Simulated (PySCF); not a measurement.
## How methods differ on the ionisation energy of Zn(10+)

Zn(10+) [Ar] 3d2 [3d3/2^2, M_J = 2] → Zn(11+) [Ar] 3d1 [3d3/2^1, M_J = 3/2], as a difference of total energies. Computed with PySCF 2.14 in an uncontracted even-tempered set (17 s from 0.64 bohr⁻², ratio 2.8; 12 p from 0.83 bohr⁻², ratio 2.8; 8 d from 0.83 bohr⁻², ratio 2.8; 4 f from 2.7 bohr⁻², ratio 3), with the two-component X2C-1e Hamiltonian. Correlated levels: [Ne] frozen; the 76 highest virtual spinors dropped. "Screened" scales the spin-orbit matrix elements by Boettger's factors to mimic the two-electron term; Breit and QED terms are absent.

```tsv
method	ionisation energy (eV)
GHF (spin-free)	273.67
GMP2 (spin-free)	274.01
GHF (screened spin-orbit)	273.72
GMP2 (screened spin-orbit)	274.04
```

Task: How much does correlation contribute at GMP2 (screened spin-orbit)?

Result: 274.04 − (273.72) = 0.32 eV, measured against GHF (screened spin-orbit).

The labels give the starting determinants; with spin-orbit coupling the two ends relaxed to ⟨J²⟩ = 7.27, ⟨L²⟩ = 11.90, ⟨S²⟩ = 1.97 and ⟨J²⟩ = 3.76, ⟨L²⟩ = 6.00, ⟨S²⟩ = 0.75.

The determinant of Zn(10+) mixes levels of different J (the jj label is only the starting occupation), so the difference between spin-free and spin-orbit rows is not the physical spin-orbit shift.

For comparison: 274.4 ± 0.5 eV (semi-empirical (NIST evaluation); NIST Atomic Spectra Database, ionization energies).
